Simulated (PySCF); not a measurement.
**Computed properties of Si(Cl)(NH2) (ClH2NSi), SMILES N[Si]Cl**

Si(Cl)(NH2) (ClH2NSi), SMILES N[Si]Cl (connectivity only; charge and spin as stated), neutral, multiplicity 1. Geometry: B3LYP-D3(BJ)/def2-TZVP. Other conformers were not sampled. All values are computed for the isolated molecule unless a solvent is named; none is compared with measurement here.

**Structure.** The optimised structure has Cs symmetry. All 9 harmonic modes at B3LYP-D3(BJ)/def2-TZVP (PySCF) are real, so it is a minimum. With heavy atoms numbered as in [Si:1]([Cl:2])[NH2:3], the shortest bond between them is Si1–N3 at 1.706 Å and the longest Si1–Cl2 at 2.123 Å.

**Vibrations.** The strongest infrared lines (harmonic, unscaled, degenerate partners summed) lie at 537 cm⁻¹ (163 km/mol, H 82 %, N 16 %), 461 cm⁻¹ (94 km/mol, Si 51 %, Cl 44 %), 864 cm⁻¹ (86 km/mol, N 50 %, Si 36 %, H 15 %). The softest mode is at 257 cm⁻¹ and the zero-point energy is 17.3 kcal/mol.

**Electronic structure.** r2SCAN/def2-TZVPD (PySCF) places the frontier levels at -6.32 and -2.35 eV, a gap of 3.97 eV, and gives a dipole moment of 2.76 D and a mean polarisability of 55.7 bohr³.

**Excitations.** TDA-M06-2X/def2-SVPD (PySCF) has S1 at 4.81 eV (258 nm, f = 0.083, bright); the most intense of the 10 singlets computed lies at 6.78 eV (f = 0.47). T1 (TDA) is at 3.08 eV, 1.73 eV under S1. No vertical singlet excitation falls in the visible range (under 3.1 eV).

**NMR.** GIAO shifts at PBE0/pcSseg-2 (PySCF) (non-relativistic, atoms alike by connectivity averaged): ¹H at 5.1 ppm against TMS; ²⁹Si at 179.5 ppm against TMS. Without spin–orbit terms, shifts of atoms bonded to Cl or Br come out too high.
